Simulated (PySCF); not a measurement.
From one molecule to another.

First species: C₆H₈F₂O.
Atom-mapped SMILES: `[CH2:1]=[C:2]([CH:3]=[O:4])[C@H:5]([CH3:6])[CH:7]([F:8])[F:9]` (hydrogens: H10, H11 on C1; H12 on C3; H13 on C5; H14, H15, H16 on C6; H17 on C7)

Second species: C6H10FO (charge +1).
SMILES: `CO/C(=C\F)[C+](C)C`

Levels: PBE0/def2-SVPD for HOMO energy, LUMO energy, HOMO–LUMO gap, static isotropic polarisability and electronic spatial extent ⟨r²⟩ about the centre of nuclear charge; TDDFT PBE0/def2-SVPD for lowest singlet excitation; TDA PBE0/def2-SVPD for lowest triplet excitation (Tamm–Dancoff); GFN2-xTB for rotational constant A and rotational constant C. Geometries: GFN2-xTB. All species are isolated and taken at one optimised geometry, non-relativistic unless stated. Electronic properties by PySCF.

The conformers computed, where there is a choice (atom-mapped SMILES and torsion angles):
- `[CH2:1]=[C:2]([CH:3]=[O:4])[C@H:5]([CH3:6])[CH:7]([F:8])[F:9]`: C1–C2–C3–O4 -178°, C1–C2–C5–C6 62°, C2–C5–C7–F8 -53°
- `[CH3:1][O:2]/[C:3](=[CH:4]\[F:5])[C+:6]([CH3:7])[CH3:8]`: C1–O2–C3–C4 0°, O2–C3–C6–C7 179°

(1) Which has the higher T1 energy?

(2) Which has the higher ⟨r²⟩?

(3) Which has the higher LUMO energy?

(4) Which has the higher HOMO energy?

(5) Which of the two has the higher S1 energy, and by how much?

(6) Which has the higher HOMO–LUMO gap?

(7) Which has the higher rotational constant A?

(8) Which has the higher static isotropic polarisability?

Results:

(1) The first: 3.23 eV against 1.57 eV, a difference of 1.66 eV.

(2) The first: 1180 bohr² against 1095 bohr², a difference of 85 bohr².

(3) The first: -2.01 eV against -8.40 eV, a difference of 6.39 eV.

(4) The first: -7.79 eV against -12.18 eV, a difference of 4.39 eV.

(5) The first: 3.78 eV against 3.26 eV, a difference of 0.52 eV.

(6) The first: 5.78 eV against 3.78 eV, a difference of 2.00 eV.

(7) The second: 3.000 GHz against 2.190 GHz, a difference of 0.810 GHz.

(8) The second: 80.0 au against 76.5 au, a difference of 3.5 au.

On the first: The vertical singlet–triplet gap S1 − T1 is 0.55 eV (TDDFT singlet less Tamm–Dancoff triplet; S1: HOMO→LUMO, weight 0.97; T1: HOMO→LUMO, weight 0.94). The 6 singlets span 3.78 to 7.44 eV, and their oscillator strengths add up to 0.28.

On the second: In wavenumbers S1 is 26300 cm⁻¹ (1 eV = 8065.54 cm⁻¹). The polarisability is 11.86 Å³ as a volume (1 au = 0.148185 Å³), or 1.29 au for each of the 62 electrons.
